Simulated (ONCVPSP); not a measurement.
# An all-electron radial function and its pseudo partner (cobalt)

Columns: radius, all-electron u(r) and pseudo u(r) of the 3d shell (level -27.06 eV) of cobalt in the configuration [Ne] 3s2 3p6 3d7; PBE, scalar-relativistic, ONCV scheme, ONCVPSP 4.0.1.

```tsv
r (bohr)	all-electron	pseudo
0.088	0.0619	0.0055
0.175	0.2577	0.0406
0.262	0.4902	0.1257
0.350	0.6915	0.2672
0.438	0.8353	0.4524
0.525	0.9218	0.6529
0.612	0.9616	0.8402
0.700	0.9662	0.9879
0.788	0.9465	1.0756
0.875	0.9118	1.0986
0.962	0.8682	1.0661
1.050	0.8192	0.9932
1.138	0.7683	0.8999
1.225	0.7179	0.8045
1.312	0.6685	0.7172
1.400	0.6203	0.6428
1.487	0.5749	0.5828
1.575	0.5314	0.5331
1.662	0.4909	0.4910
1.750	0.4525	0.4525
1.838	0.4166	0.4166
1.925	0.3835	0.3835
2.012	0.3527	0.3527
2.100	0.3238	0.3238
2.188	0.2970	0.2970
2.275	0.2725	0.2725
```

**Question.** How many radial nodes do the two functions have?

**Answer.** The all-electron 3d function has n − l − 1 = 0; the pseudo-wave has 0.

**Question.** At about which radius was the pseudo-wave matched?

**Answer.** 1.75 bohr. The columns agree to 0.0005 from 1.66 bohr on; several derivatives are matched, so the curves merge somewhat inside the radius.

**Question.** Where does each function peak?

**Answer.** Outermost all-electron maximum near 0.70 bohr, pseudo maximum near 0.88 bohr (to the table’s step).

**Question.** Is the pseudo-wave norm-conserving?

**Answer.** Yes: the ONCV scheme keeps the norm inside the radius equal to the all-electron one, which fixes the energy derivative of the logarithmic derivative at the level.
